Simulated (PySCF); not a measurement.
Working out the ionisation energy of Mo²⁺

Mo²⁺ [Kr] 4d4 (5D) → Mo³⁺ [Kr] 4d3 (4F). All numbers are calculated (PySCF 2.14, scalar relativity through the core potential, in cc-pVTZ-PP with ECP28MDF (5s5p4d2f1g, 63 functions)). Frozen: 4s2 4p6. Energies in hartree (1 hartree = 27.21139 eV):

| part | Mo²⁺ (lower) | Mo³⁺ (upper) |
| --- | --- | --- |
| UHF | -66.561337 | -65.603486 |
| MP2 opposite-spin | 0.000000 | 0.000000 |
| MP2 same-spin | -0.034718 | -0.015147 |

**Question.** What does Hartree-Fock give?

**Answer.** (-65.603486) − (-66.561337) = 0.957851 hartree = 26.064 eV.

**Question.** What do MP2 and SCS-MP2 (6/5 opposite-spin, 1/3 same-spin) give?

**Answer.** The opposite-spin parts differ by 0.000 eV and the same-spin parts by 0.533 eV. MP2: 26.064 + (0.000) + (0.533) = 26.597 eV. SCS-MP2: 26.064 + 1.2 × (0.000) + (0.533)/3 = 26.242 eV.

Reference: 27.13 ± 0.12 eV (semi-empirical (NIST evaluation); NIST Atomic Spectra Database, ionization energies), between the lowest levels; spin-orbit coupling is absent from the calculation.

What remains against the reference includes basis incompleteness, the frozen core and correlation beyond second order.
